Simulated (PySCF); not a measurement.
Structure with atom numbers: `[OH:1][B:2]([OH:3])[c:4]1[cH:5][cH:6][c:7]([Cl:8])[cH:9][cH:10]1` (H(Xn): hydrogen on atom n).

Geometry: PBE0-D3(BJ)/def2-SVP; GIAO shifts from PySCF 2.14, gas phase, non-relativistic, averaged over equivalent atoms.

At PBE0/pcSseg-1 (207 basis functions, 66 s wall time on 1 thread of an Arm Neoverse N1, shared host):
| atoms | δ (ppm) |
| --- | --- |
| O1/O3 | 113.1 |
| B2 | 26.1 |
| C7 | 149.4 |
| C5/C10 | 142.6 |
| C6/C9 | 133.4 |
| C4 | 132.8 |
| Cl8 | 241.5 |
| H(C5)/H(C10) | 8.10 |
| H(C6)/H(C9) | 7.42 |
| H(O1)/H(O3) | 3.00 |

Scale: 17O (σref 334.56) vs H2O; 11B (σref 100.73) vs BF3·OEt2; 13C (σref 184.41) and 1H (σref 31.27) against TMS; 35Cl (σref 943.27) against HCl (reference shieldings calculated alike).

Question: Estimate the result of repeating the calculation with B97-2/pcSseg-1.

Answer: 
```
       atoms  δ at B97-2/pcSseg-1  change
       O1/O3                108.0    -5.1
          B2                 25.4    -0.7
          C7                146.4    -3.0
      C5/C10                139.4    -3.2
       C6/C9                130.3    -3.1
          C4                129.4    -3.4
         Cl8                235.0    -6.5
H(C5)/H(C10)                 8.03   -0.07
 H(C6)/H(C9)                 7.35   -0.07
 H(O1)/H(O3)                 2.91   -0.09
```

Chemical shifts δ = σref − σ; 17O (σ = 331.62 ppm) against H2O; 11B (σ = 101.82 ppm) vs BF3·OEt2; 13C (σ = 183.69 ppm), 1H (σ = 31.38 ppm) against TMS; 35Cl (σ = 937.79 ppm) against HCl, all at this level.

The largest change is at Cl8 (chlorine bonded to C). Cost: 207 basis functions, 60 s wall time on 1 thread of an Arm Neoverse N1, shared host. The order of the carbon signals is the same at both levels.

A carbon bonded to boron is broadened by the quadrupolar boron nucleus and is often missing from a measured spectrum. Carbons that carry Cl, above all several Cl atoms, come out too deshielded, partly because spin–orbit coupling is missing. Experimental scales use liquid or dissolved standards, which lie at an offset from isolated H2O (liquid H2O: subtract about 36 ppm).
